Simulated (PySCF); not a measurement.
# Dipole response of Mo (molybdenum, neutral)

[Kr] 4d5 5s1, high-spin 7S determinant. All numbers are calculated (PySCF 2.14, the spin-free X2C one-electron Hamiltonian (Gaussian nucleus), in ANO-RCC-VTZP (7s6p4d2f1g, 68 functions)). Coupled (time-dependent) response in atomic units; α is the mean over directions. The basis has no added diffuse functions, which lowers α and C₆.

| method | mean α (bohr³) | C₆ (like pair) | S(−4) |
| --- | --- | --- | --- |
| UHF | 103.3 | 1100 | 7303 |
| PBE | 67.65 | 634.3 | 2802 |
| PBE0 | 73.17 | 703.1 | 3316 |

S(−4) is the Cauchy moment in α(ω) = α(0) + S(−4) ω² + …

Reference α: 87 ± 6 bohr³ (recommended; Schwerdtfeger and Nagle, table of static dipole polarizabilities (2023 update)). Published C₆: 1030 (Gould and Bucko (2016)).

Hartree-Fock lies above the reference because it lacks correlation, which contracts the outer shell.

α(iu) at UHF:

```csv
u (hartree),α(iu) (bohr³)
0,103.3
0.0500,88.14
0.100,62.94
0.200,32.69
0.300,20.54
0.500,11.78
0.750,7.852
1.00,5.834
1.50,3.624
2.00,2.445
3.00,1.302
5.00,0.5393
```

A single London oscillator, α(iu) = α/(1 + u²/ω²), gives C₆ = (3/4) ω α². Matching the computed C₆ needs ω = 4 × 1100 / (3 × 103.3²) = 0.137 hartree.
